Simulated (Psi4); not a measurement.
Computed with SAPT0/jun-cc-pVDZ, frozen core (Psi4 1.11).

Psi4 input:

```
molecule {
0 1
C -0.00576583 0.00103486 -0.00022018
O 1.17394500 -0.20802613 0.04224136
H -0.74809479 -0.82074570 -0.01394986
H -0.42008437 1.02773697 -0.02807132
--
0 1
C 0.23913062 4.49404050 0.75896685
C -0.30381293 3.34529205 1.58007160
C 0.71772968 2.48298991 2.28833885
O -1.48987125 3.12841609 1.66605197
H 0.84509870 5.15373546 1.38503931
H -0.57938720 5.05572051 0.31542956
H 0.89515166 4.11460491 -0.02868471
H 0.22029993 1.67721201 2.82262627
H 1.42801455 2.06819613 1.56881225
H 1.29607589 3.08862074 2.99086808
units angstrom
symmetry c1
no_reorient
no_com
}
set basis jun-cc-pvdz
set scf_type df
set freeze_core true
energy('sapt0')
```

Part of the output:

```
    SAPT Results
  --------------------------------------------------------------------------------------------------------
    Electrostatics                 -3.76116508 [mEh]      -2.36016672 [kcal/mol]      -9.87493755 [kJ/mol]
      Elst10,r                     -3.76116508 [mEh]      -2.36016672 [kcal/mol]      -9.87493755 [kJ/mol]

    Exchange                        4.04122759 [mEh]       2.53590860 [kcal/mol]      10.61024157 [kJ/mol]
      Exch10                        4.04122759 [mEh]       2.53590860 [kcal/mol]      10.61024157 [kJ/mol]
      Exch10(S^2)                   4.03415733 [mEh]       2.53147195 [kcal/mol]      10.59167862 [kJ/mol]

    Induction                      -0.73401584 [mEh]      -0.46060189 [kcal/mol]      -1.92715833 [kJ/mol]
      Ind20,r                      -1.30458027 [mEh]      -0.81863648 [kcal/mol]      -3.42517503 [kJ/mol]
      Exch-Ind20,r                  0.84087553 [mEh]       0.52765736 [kcal/mol]       2.20771841 [kJ/mol]
      delta HF,r (2)               -0.27031110 [mEh]      -0.16962278 [kcal/mol]      -0.70970171 [kJ/mol]

    Dispersion                     -2.74046397 [mEh]      -1.71966710 [kcal/mol]      -7.19508715 [kJ/mol]
      Disp20                       -3.03627324 [mEh]      -1.90529022 [kcal/mol]      -7.97173428 [kJ/mol]
      Exch-Disp20                   0.29580927 [mEh]       0.18562312 [kcal/mol]       0.77664713 [kJ/mol]
      Disp20 (SS)                  -1.51813662 [mEh]      -0.95264511 [kcal/mol]      -3.98586714 [kJ/mol]
      Disp20 (OS)                  -1.51813662 [mEh]      -0.95264511 [kcal/mol]      -3.98586714 [kJ/mol]
      Exch-Disp20 (SS)              0.16866194 [mEh]       0.10583697 [kcal/mol]       0.44282187 [kJ/mol]
      Exch-Disp20 (OS)              0.12714733 [mEh]       0.07978615 [kcal/mol]       0.33382526 [kJ/mol]

  Total HF                         -0.45395333 [mEh]      -0.28486002 [kcal/mol]      -1.19185431 [kJ/mol]
  Total SAPT0                      -3.19441730 [mEh]      -2.00452712 [kcal/mol]      -8.38694146 [kJ/mol]
```
